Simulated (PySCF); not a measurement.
C3H5, SMILES C=[C]C, multiplicity 2.

Coordinates come from a B3LYP-D3(BJ)/def2-TZVP optimisation. The isomer is the one that the SMILES or the coordinates give; other isomers of the formula were not compared.

The numbers are results of TDA-PBE/def2-SVPD in PySCF, not measurements.

Vertical excitations. 

```tsv
state	energy (eV)	λ (nm)	f	main pairs
root 1	3.40	364	0.001	α HOMO→LUMO 8 %, β HOMO→LUMO 91 %
root 2	4.30	288	0.003	α HOMO→LUMO 91 %, β HOMO→LUMO 9 %
root 3	4.88	254	0.000	α HOMO−1→LUMO 50 %, β HOMO→LUMO+1 48 %
root 4	5.06	245	0.007	α HOMO→LUMO+1 99 %
root 5	5.85	212	0.006	α HOMO→LUMO+2 99 %
root 6	6.41	194	0.090	α HOMO→LUMO+3 99 %
root 7	6.58	188	0.000	α HOMO−1→LUMO+1 30 %, β HOMO→LUMO+2 69 %
root 8	6.71	185	0.003	α HOMO−1→LUMO+1 69 %, β HOMO→LUMO+2 30 %
root 9	6.79	183	0.001	β HOMO−1→LUMO 91 %
root 10	7.14	174	0.003	α HOMO→LUMO+4 96 %
```
Unrestricted roots are not spin-pure.
